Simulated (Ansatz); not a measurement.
Geometry optimisation of the cluster Be6⁺.

```yaml
crystal:
  periodic: [false, false, false]
  atoms:
    - {symbol: Be, position_ang: [-1.264380, 0.141080, 1.103550]}
    - {symbol: Be, position_ang: [-0.427780, -1.558210, 0.482800]}
    - {symbol: Be, position_ang: [-0.900440, -0.138640, -0.848750]}
    - {symbol: Be, position_ang: [1.132250, -0.940810, -0.638040]}
    - {symbol: Be, position_ang: [-0.116730, 1.580210, 0.271010]}
    - {symbol: Be, position_ang: [1.577080, 0.916380, -0.370570]}
basis:
  gaussian: {orbitals: def2-TZVP}
total_charge: 1
magnetization: {spin_polarized: true, initial_magnetization: 1}
hamiltonian: {xc: pbe0}
scf: {lower_state_search: "off"}
output: {orbitals: {seedname: orbitals}}
relax: {f_tol: 0.02, max_steps: 100}
```

```sh
$ ansatz run in.yaml --threads 4 --pin off --events-out ev --progress --plain --max-ram 3916MiB
```

Output, abridged:

```
Functional definition: PBE0
mean field -2390.42560426 eV, -87.8465206678 hartree, gradient 2.9e-6 eV, S^2 1.494609; 0 other end points of the search recorded, 0 dependent functions left out
relax step   1: F+E_penalty+E_count = -2390.42560426 eV  Δ(F+E_penalty+E_count) = +0.000e0 eV  max|allowed force component| = 1.261e0 eV/Å  Δτ_max = 0.0000 Å  (49 SCF iters, accepted)
mean field -2390.63352288 eV, -87.8541615362 hartree, gradient 2.1e-6 eV, S^2 1.426195; 0 other end points of the search recorded, 0 dependent functions left out
relax step   2: F+E_penalty+E_count = -2390.63352288 eV  Δ(F+E_penalty+E_count) = -2.079e-1 eV  max|allowed force component| = 4.896e-1 eV/Å  Δτ_max = 0.1491 Å  (35 SCF iters, accepted)
mean field -2390.79545393 eV, -87.8601123925 hartree, gradient 2.9e-6 eV, S^2 1.274765; 0 other end points of the search recorded, 0 dependent functions left out
relax step   3: F+E_penalty+E_count = -2390.79545393 eV  Δ(F+E_penalty+E_count) = -1.619e-1 eV  max|allowed force component| = 4.276e-1 eV/Å  Δτ_max = 0.2000 Å  (37 SCF iters, accepted)
mean field -2391.02202468 eV, -87.8684387142 hartree, gradient 1.8e-6 eV, S^2 1.012714; 0 other end points of the search recorded, 0 dependent functions left out
relax step   4: F+E_penalty+E_count = -2391.02202468 eV  Δ(F+E_penalty+E_count) = -2.266e-1 eV  max|allowed force component| = 6.761e-1 eV/Å  Δτ_max = 0.1960 Å  (40 SCF iters, accepted)
mean field -2391.09889983 eV, -87.8712638238 hartree, gradient 2.9e-6 eV, S^2 0.855602; 0 other end points of the search recorded, 0 dependent functions left out
relax step   5: F+E_penalty+E_count = -2391.09889983 eV  Δ(F+E_penalty+E_count) = -7.688e-2 eV  max|allowed force component| = 5.235e-1 eV/Å  Δτ_max = 0.1947 Å  (37 SCF iters, accepted)
mean field -2391.14747430 eV, -87.8730489024 hartree, gradient 2.1e-6 eV, S^2 0.938715; 0 other end points of the search recorded, 0 dependent functions left out
relax step   6: F+E_penalty+E_count = -2391.14747430 eV  Δ(F+E_penalty+E_count) = -4.857e-2 eV  max|allowed force component| = 3.363e-1 eV/Å  Δτ_max = 0.1999 Å  (44 SCF iters, accepted)
mean field -2391.17679096 eV, -87.8741262700 hartree, gradient 1.9e-6 eV, S^2 0.892699; 0 other end points of the search recorded, 0 dependent functions left out
relax step   7: F+E_penalty+E_count = -2391.17679096 eV  Δ(F+E_penalty+E_count) = -2.932e-2 eV  max|allowed force component| = 1.250e-1 eV/Å  Δτ_max = 0.0676 Å  (37 SCF iters, accepted)
mean field -2391.23624607 eV, -87.8763112050 hartree, gradient 2.5e-6 eV, S^2 0.809472; 0 other end points of the search recorded, 0 dependent functions left out
relax step   8: F+E_penalty+E_count = -2391.23624607 eV  Δ(F+E_penalty+E_count) = -5.946e-2 eV  max|allowed force component| = 4.126e-1 eV/Å  Δτ_max = 0.1996 Å  (44 SCF iters, accepted)
mean field -2391.26956561 eV, -87.8775356753 hartree, gradient 2.8e-6 eV, S^2 0.798087; 0 other end points of the search recorded, 0 dependent functions left out
relax step   9: F+E_penalty+E_count = -2391.26956561 eV  Δ(F+E_penalty+E_count) = -3.332e-2 eV  max|allowed force component| = 4.296e-1 eV/Å  Δτ_max = 0.1948 Å  (42 SCF iters, accepted)
mean field -2391.30232427 eV, -87.8787395339 hartree, gradient 2.6e-6 eV, S^2 0.798333; 0 other end points of the search recorded, 0 dependent functions left out
relax step  10: F+E_penalty+E_count = -2391.30232427 eV  Δ(F+E_penalty+E_count) = -3.276e-2 eV  max|allowed force component| = 1.229e-1 eV/Å  Δτ_max = 0.0689 Å  (38 SCF iters, accepted)
mean field -2391.30306681 eV, -87.8787668218 hartree, gradient 2.2e-6 eV, S^2 0.797167; 0 other end points of the search recorded, 0 dependent functions left out
relax step  11: F+E_penalty+E_count = -2391.30306681 eV  Δ(F+E_penalty+E_count) = -7.425e-4 eV  max|allowed force component| = 1.439e-1 eV/Å  Δτ_max = 0.0259 Å  (36 SCF iters, accepted)
mean field -2391.30427755 eV, -87.8788113159 hartree, gradient 3.0e-6 eV, S^2 0.797570; 0 other end points of the search recorded, 0 dependent functions left out
relax step  12: F+E_penalty+E_count = -2391.30427755 eV  Δ(F+E_penalty+E_count) = -1.211e-3 eV  max|allowed force component| = 1.698e-2 eV/Å  Δτ_max = 0.0179 Å  (35 SCF iters, accepted)
mean field -2391.30438959 eV, -87.8788154330 hartree, gradient 6.2e-6 eV, S^2 0.797443; 0 other end points of the search recorded, 0 dependent functions left out
relax step  13: F+E_penalty+E_count = -2391.30438959 eV  Δ(F+E_penalty+E_count) = -1.120e-4 eV  max|allowed force component| = 8.935e-3 eV/Å  Δτ_max = 0.0135 Å  (27 SCF iters, accepted)
Total energy: -2391.30442165 eV, -87.8788166113 hartree
Atom 0 at    -0.934608    -0.032547     1.146522 Å, force     0.000135     0.006248    -0.003713 eV/Å
Atom 1 at    -0.778457    -1.866307     0.326055 Å, force    -0.000487     0.004827    -0.008935 eV/Å
Atom 2 at    -1.225381    -0.250245    -0.794413 Å, force     0.001507    -0.007156     0.007584 eV/Å
Atom 3 at     0.860614    -0.505506    -0.074118 Å, force     0.000079     0.000175     0.003839 eV/Å
Atom 4 at     0.028718     1.411908    -0.164804 Å, force    -0.001315    -0.003860     0.003945 eV/Å
Atom 5 at     2.049115     1.242708    -0.439244 Å, force     0.000081    -0.000233    -0.002721 eV/Å
Dipole moment:     0.337633    -0.040037    -0.043641 e Å
Checks for a lower state left out: stability, starts, cluster_reference, orbital_swaps, neighbouring_geometries, increment
```

Run time 17 s (4 threads of Arm Neoverse V1 on a shared host).

The structure comes from a short search, and lower isomers may exist.
